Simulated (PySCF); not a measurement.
A structure optimised at PBE-D3(BJ)/def2-SVP, used in a PySCF frequency run:

```
Nb
O 1 1.7096
F 1 1.8843 2 111.54
C 1 2.1510 2 104.79 3 -122.59
H 4 1.1102 1 112.92 2 53.34
H 4 1.1125 5 108.86 1 -123.49
H 4 1.1136 5 107.33 6 -117.59
C 1 2.1510 2 104.79 3 122.59
H 8 1.1102 1 112.92 2 -53.34
H 8 1.1125 9 108.86 1 123.49
H 8 1.1136 9 107.33 10 117.59
```

Task: Write its SMILES, formula and point group.

Result: [CH3][Nb]([CH3])(=[O])[F], C2H6FNbO, Cs

Task: What are its rotational constants (standard atomic weights)?

Result: 2.9917, 2.9681, 2.4939 GHz
